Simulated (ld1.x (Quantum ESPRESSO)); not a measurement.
## What one change does to a pseudopotential (krypton, TM)

ld1.x (Quantum ESPRESSO) 7.5 input, shortened:

```
&input
   title='Kr', zed=36., rel=1, dft='PBE', iswitch=3,
   config='[Kr] 4d-2'
 /
 &inputp
   pseudotype=2, tm=.true., lloc=2,
   nlcc=.true., rcore=0.85
 /
3
4S  1  0   2.00   0.00  1.05  1.05  0.0
4P  2  1   6.00   0.00  1.45  1.45  0.0
4D  3  2  -2.00  -0.15  1.45  1.45  0.0
 &test
   configts(1)='4s2 4p6'
 /
```

All-electron outer shells of the reference configuration (PBE, scalar-relativistic, ld1.x):

```tsv
shell	level (eV)	outermost node (bohr)	outermost maximum (bohr)
3p	-195.19	0.20	0.46
3d	-81.40	–	0.41
4s	-23.05	0.64	1.34
4p	-9.25	0.67	1.55
```

Change: reference 4s2 4p5.5.

Cutoffs: the cutoffs (Ry, on a coarse ladder) from which the occupation-weighted sum of valence levels, in a spherical-Bessel basis at the reference potential, stays within 10 and 1 mRy of its value at 400 Ry; they do not see the model core or the augmentation charge, which bear on the density cutoff. Errors are all-electron minus pseudo energies relative to the spin-unpolarised reference configuration.

What does the change do?

The potential gets neither clearly harder nor softer (120 Ry and 230 Ry → 120 Ry and 230 Ry); the bound ghost in p disappears.

```csv
quantity,base,changed
"cutoff, loose",120 Ry,120 Ry
"cutoff, tight",230 Ry,230 Ry
bound ghosts,p,none
"largest error over its own tests, meV",-131,-114
s: phases at 1.60 bohr within 0.05 rad from the reference energy up to (Ry; the scan ends near 5),3.7,4.4
p: phases at 1.60 bohr within 0.05 rad from the reference energy up to (Ry; the scan ends near 5),to the end of the scan,to the end of the scan
d: phases at 1.60 bohr within 0.05 rad from the reference energy up to (Ry; the scan ends near 5),1.3,1.2
```

 A true bound ghost makes a file unfit for plane-wave use even where its test errors are small: the radial tests pick states by their node count and pass the ghost by.
